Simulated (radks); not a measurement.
Neutral cadmium, configuration [Kr] 4d10 5s2.

Calculated with a radial shooting solver on a logarithmic mesh with Libxc functionals: scalar-relativistic Kohn-Sham, PBE, spin-polarised, spherical densities, point nucleus; hard spherical wall at 10 bohr.

Energy parts (Ry):
part                        energy
total                 -11189.30731
kinetic                11643.49875
electron-nucleus      -27054.31689
Hartree                 4530.10906
exchange-correlation    -308.59824

Orbitals (lengths in bohr, moments of r in powers of bohr; r(max) is where P^2 peaks):
| orbital | occ. | eigenvalue (Ry) | <r^4> | r(max) | <r> |
|---|---|---|---|---|---|
| 1s | 2 | -1949.607 | 4.064e-06 | 0.01968 | 0.03040 |
| 2s | 2 | -289.4402 | 0.0007173 | 0.1112 | 0.1317 |
| 2p | 6 | -259.7066 | 0.0005148 | 0.08899 | 0.1149 |
| 3s | 2 | -53.94446 | 0.03299 | 0.3239 | 0.3583 |
| 3p | 6 | -44.19125 | 0.03517 | 0.3171 | 0.3571 |
| 3d | 10 | -28.93049 | 0.03312 | 0.2658 | 0.3347 |
| 4s | 2 | -7.78351 | 1.153 | 0.7953 | 0.8791 |
| 4p | 6 | -4.92069 | 1.766 | 0.8454 | 0.9602 |
| 4d | 10 | -0.86106 | 8.782 | 0.9809 | 1.290 |
| 5s | 2 | -0.41485 | 158.4 | 2.334 | 2.892 |
| 5p | 0 | -0.07809 | 584.3 | 3.290 | 4.102 |
| 6s | 0 | 0.11778 | 1936 | 6.413 | 5.984 |
| 4f | 0 | 0.37188 | 2256 | 6.732 | 6.495 |

The highest occupied level is 5s at -5.644 eV. Summed over all electrons, <r^2> = 50.44 bohr^2, which gives a Langevin (diamagnetic) susceptibility term of -39.9 x 10^-6 cm^3/mol. The density falls to 0.001 e/bohr^3 at r = 4.38 bohr.
